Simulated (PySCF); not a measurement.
A PySCF script (with the pyscf-properties extension) for the NMR shieldings of SMILES [NH3+][Al@@-]1([F])[CH]=CC[NH]1, C3H8AlFN2, on a GFN2-xTB geometry:

```python
import basis_set_exchange as bse
import numpy as np
from pyscf import gto, dft
from pyscf.prop import nmr

atoms = """
N     2.203835    0.395777   -0.185500
Al    0.515347    0.030269    1.029689
F     1.490830   -0.043678    2.376463
C    -0.818813    1.336702    0.417472
C    -1.646246    0.605922   -0.330558
C    -1.450343   -0.870918   -0.523049
N    -0.287137   -1.343250    0.208190
H     2.825953   -0.390658   -0.020281
H     2.681247    1.243338    0.103957
H     1.998962    0.451151   -1.176940
H    -1.040168    2.393197    0.519860
H    -2.515731    1.008313   -0.845962
H    -2.368690   -1.385215   -0.198136
H    -1.348599   -1.071711   -1.604192
H    -0.244859   -2.351248    0.207074
"""
names = dict.fromkeys(["N", "Al", "F", "C", "H"], "pcSseg-1")
basis = {el: gto.basis.parse(bse.get_basis(n, elements=[el], fmt="nwchem")) for el, n in names.items()}
mol = gto.M(atom=atoms, basis=basis, charge=0, verbose=0)
mf = dft.RKS(mol, xc="PBE0")
mf.grids.level = 2
mf.grids.alignment = dft.numint.BLKSIZE   # the property module wants whole blocks of grid points
mf.conv_tol = 1e-9
mf.kernel()

calc = nmr.RKS(mf)   # GIAO
C = mf.mo_coeff
Co = C[:, mf.mo_occ > 0]
resp = mf.gen_response(singlet=True, hermi=2)
def vind(x):   # induced exchange potential for any number of trial vectors
    d = np.einsum("pi,xij,qj->xpq", C, 2 * x.reshape(-1, C.shape[1], Co.shape[1]), Co, optimize=True)
    return np.einsum("xpq,pi,qj->xij", resp(d - d.transpose(0, 2, 1)), C, Co, optimize=True).ravel()
mo1, _ = nmr.rhf.solve_mo1(calc, with_cphf=vind)
sigma = calc.kernel(mo1)
for i, s in enumerate(sigma):   # ppm
    print("%2d %-2s %9.2f" % (i, mol.atom_pure_symbol(i), np.trace(s) / 3))
```

**Question.** What are the results?

**Answer.** 
```
 0 N     230.36
 1 Al    460.20
 2 F     360.79
 3 C      51.85
 4 C      23.36
 5 C     131.75
 6 N     238.80
 7 H      29.90
 8 H      29.93
 9 H      30.20
10 H      25.31
11 H      24.18
12 H      27.61
13 H      27.69
14 H      31.21
```

These numbers come from an equivalent density-fitted implementation of the same equations, which agrees with the script to about 0.01 ppm for H and up to a few tenths of a ppm for heavy atoms, so last digits may differ.

Size and cost of the density-fitted run: 166 basis functions, 24 s wall time on 1 thread of an Arm Neoverse V1, shared host; peak memory 0.92 GiB.
